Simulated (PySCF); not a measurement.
**Computed structure and properties of [Ce(P5)H]+**

System: [Ce(P5)H]+ (singlet in the valence; each metal's 4f electrons, 1 of them, lie in its core potential, out of spins and levels); start: template (C5v). Method: PySCF 2.14.0, RKS B3LYP, Ce lcecp-1-SVP with ECP47, P def2-SVP, H def2-SVP; non-relativistic Hamiltonian with scalar-relativistic core potentials where named; density fitting; no spin-orbit coupling.

Input of the relaxation:

```python
mol = gto.M(atom='''
Ce     0.00000     0.00000    -1.24066
P      1.79998     0.00002     1.14374
P      0.55620     1.71189     1.14374
P     -1.45623     1.05799     1.14374
P     -1.45620    -1.05802     1.14374
P      0.55625    -1.71188     1.14374
H      0.00000     0.00000    -3.52816''',
    basis={'Ce': 'lcecp-1-SVP', 'P': 'def2-SVP', 'H': 'def2-SVP'},
    ecp={'Ce': 'lcecp-1-SVP'},
    charge=1, spin=0)
mf = dft.RKS(mol, xc='B3LYP')
mf.grids.atom_grid = (50, 194)  # f atoms: unpruned, at least (60, 302)
mf = mf.density_fit()  # fitting sets: Ce AutoAux, P def2-universal-JKFIT, H def2-universal-JKFIT
mf.conv_tol = 1e-08; mf.max_cycle = 55
mf.kernel(dm0)  # dm0: converged density of the start geometry
# quasi-Newton relaxation in Cartesian coordinates to a largest gradient under 0.00045 Eh/bohr, steps kept in the point group
```

Run from Python with OMP_NUM_THREADS=2; the lines above give its settings. Where DIIS fails, smearing, a level shift and second-order steps follow.
It took 52 s on 2 threads of Arm Neoverse V1, on a shared host, from the converged density of the start.

Course of the relaxation:

| step | energy above end (eV) | largest force component within the symmetry (eV/Å) |
| --- | --- | --- |
| 0 | 0.5455 | 4.062 |
| 1 | 0.2703 | 2.931 |
| 2 | 0.0252 | 0.400 |
| 3 | 0.0114 | 0.193 |
| 4 | 0.0004 | 0.044 |
| 5 | 0.0001 | 0.025 |
| 6 | 0.0000 | 0.004 |

Relaxed geometry (C5v):

```xyz
7

Ce    0.0000    0.0000   -1.4517
P     1.8279    0.0000    1.1802
P     0.5648    1.7385    1.1802
P    -1.4788    1.0744    1.1802
P    -1.4788   -1.0744    1.1802
P     0.5649   -1.7385    1.1802
H     0.0000    0.0000   -3.4995
```

| contact | Å |
| --- | --- |
| Ce1–P6 (P5) | 3.204 |
| Ce1–H7 (H) | 2.048 |

On the finer grid (75, 302):

| Item | Value |
| --- | --- |
| HOMO | -11.21 eV |
| LUMO | -8.30 eV |
| Dipole about the centre of mass | 1.95 D |
| Set of Mulliken populations of Ce1 outside the core potential | s 2.37, p 6.30, d 1.27, f 0.02 |
| D3(BJ) dispersion energy (not in the energies) | -1.059 eV |

| atom | Mulliken (e) | Löwdin (e) | spin (e) |
| --- | --- | --- | --- |
| Ce1 | 1.04 | 0.51 | 0.00 |
| P2 | 0.02 | 0.13 | 0.00 |
| P3 | 0.02 | 0.13 | 0.00 |
| P4 | 0.02 | 0.13 | 0.00 |
| P5 | 0.02 | 0.13 | 0.00 |
| P6 | 0.02 | 0.13 | 0.00 |
| H7 | -0.15 | -0.16 | 0.00 |

The 4f levels lie in the core potential and are missing. Their spin isn't counted.

On the grid (50, 194), as all that follows. Harmonic modes: a minimum; lowest 68 cm⁻¹ (negative: unstable), highest 1523 cm⁻¹, zero-point energy 0.353 eV.

Taking off one P5 (charge -1, singlet; the rest: singlet) in vacuum, both parts rigid, costs 11.95 eV; the small basis without counterpoise inflates it. Most of it is the attraction of opposite charges; other ways to part are cheaper, and one spin state was tried for the rest.

Rigid scan of P5 along the line from its metal, all other atoms held (where the atom bridges, its other bond changes as well):

(distance to the ring centre (Å), energy (eV)): (2.33, 0.443), (2.43, 0.182), (2.53, 0.042), (2.63, 0.000), (2.73, 0.036), (2.83, 0.134), (3.03, 0.458), (3.33, 1.119), (3.73, 2.068), (4.23, 3.100)

Taking off one H (charge -1, singlet; the rest: singlet) in vacuum, both parts rigid, costs 13.53 eV; the small basis without counterpoise inflates it. Most of it is the attraction of opposite charges; other ways to part are cheaper, and one spin state was tried for the rest.

Rigid scan of H along the line from its metal, all other atoms held (where the atom bridges, its other bond changes as well):

(distance to H7 (Å), energy (eV)): (1.75, 0.526), (1.85, 0.210), (1.95, 0.047), (2.05, 0.000), (2.15, 0.038), (2.25, 0.140), (2.45, 0.467), (2.75, 1.101), (3.15, 1.969), (3.65, 2.723)

One start shape was tried, so this needn't be the lowest isomer.

An lcecp potential fixes the number of 4f electrons, so in runs with it no electron can move into or out of that shell.
